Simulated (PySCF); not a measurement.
CdCl, SMILES [Cl][Cd] (connectivity only; charge and spin as stated), neutral, multiplicity 2. Atoms are numbered in the order given.

```xyz
2

Cd     0.0000     0.0000    -0.6176
Cl     0.0000     0.0000     1.7437
```
Charge 0, spin multiplicity 2.

Geometry optimised at r2SCAN-D4/def2-TZVPD. The spin state was assumed, not searched. The def2 effective core potentials stand for the cores of Cd; spin–orbit coupling is left out.

Computed with PySCF with CAM-B3LYP/def2-TZVPD.

Mulliken values depend strongly on the basis, most of all with diffuse functions as here. ESP charges are fitted to the potential on shells at 1.4 to 2.0 van der Waals radii. Atomic charges (e):

```json
[
 {"atom": "Cd1", "ESP fit": "___", "Mulliken": "0.44", "Mulliken spin": "0.82"},
 {"atom": "Cl2", "ESP fit": "___", "Mulliken": "-0.44", "Mulliken spin": "0.18"}
]
```

What belongs in the gaps? (Estimate from the structure and the level; the computed values follow.)


- Cd1, ESP fit: 0.38
- Cl2, ESP fit: -0.38
